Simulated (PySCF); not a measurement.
# Steps of a relaxation of Tl(SH)3

Tl(SH)3 (singlet; a saddle point, relaxed within its symmetry). PySCF 2.14.0, RKS r2SCAN, Tl def2-SVP with ECP60, S def2-SVP, H def2-SVP; non-relativistic Hamiltonian with scalar-relativistic core potentials where named; density fitting; no spin-orbit coupling. Origin of the start: template. Columns: position (Å) and force (eV/Å). Energies are counted from the last step; some of the 11 steps are shown. Forces carry noise of the integration grid, about 0.01 to 0.03 eV/Å.

Run from Python with OMP_NUM_THREADS=2. Where DIIS fails, smearing, a level shift and second-order steps follow.
It took 39 s on 2 threads of Intel(R) Xeon(R) 6975P-C (Granite Rapids) (shared host), from the converged density of the start.

```xyz
7
step 0  E = 0.534 eV
Tl    0.0000    0.0000    0.2673    -0.05    0.00   -0.36
S     2.3477    0.0000   -0.5876     0.37    0.00   -0.20
H     3.1026    0.0000    0.5211     0.02    0.00    0.34
S    -1.1739    2.0332   -0.5876    -0.16    0.29   -0.22
H    -1.5513    2.6869    0.5211    -0.01    0.01    0.33
S    -1.1739   -2.0332   -0.5876    -0.16   -0.29   -0.22
H    -1.5513   -2.6869    0.5211    -0.01   -0.01    0.33
```

```xyz
7
step 3  E = 0.151 eV
Tl    0.0000    0.0000   -0.2170     0.02    0.00   -0.06
S     2.5233    0.0000   -0.6013     0.09    0.00    0.37
H     2.9675    0.0000    0.6962    -0.38    0.00   -0.36
S    -1.2616    2.1852   -0.6013    -0.05    0.05    0.38
H    -1.4837    2.5699    0.6962     0.19   -0.32   -0.36
S    -1.2616   -2.1852   -0.6013    -0.05   -0.05    0.38
H    -1.4837   -2.5699    0.6962     0.19    0.32   -0.36
```

```xyz
7
step 7  E = 0.001 eV
Tl    0.0000    0.0000   -0.4643     0.00    0.00   -0.05
S     2.5117    0.0000   -0.5900     0.04    0.00    0.18
H     2.5960    0.0000    0.7673    -0.01    0.00   -0.15
S    -1.2558    2.1752   -0.5900    -0.02    0.03    0.16
H    -1.2980    2.2482    0.7673     0.00   -0.01   -0.15
S    -1.2558   -2.1752   -0.5900    -0.02   -0.03    0.16
H    -1.2980   -2.2482    0.7673     0.00    0.01   -0.15
```

Where does the relaxation end?

It converges at step 10 in C3v:
```xyz
7
step 10  E = 0
Tl    0.0000    0.0000   -0.4948
S     2.5166    0.0000   -0.5827
H     2.5736    0.0000    0.7703
S    -1.2583    2.1794   -0.5828
H    -1.2868    2.2288    0.7703
S    -1.2583   -2.1794   -0.5828
H    -1.2868   -2.2288    0.7703
```

How did the contacts change?


```tsv
contact	start (Å)	end (Å)
Tl1–S2 (SH)	2.499	2.518
Tl1–S4 (SH)	2.499	2.518
Tl1–S6 (SH)	2.499	2.518
```
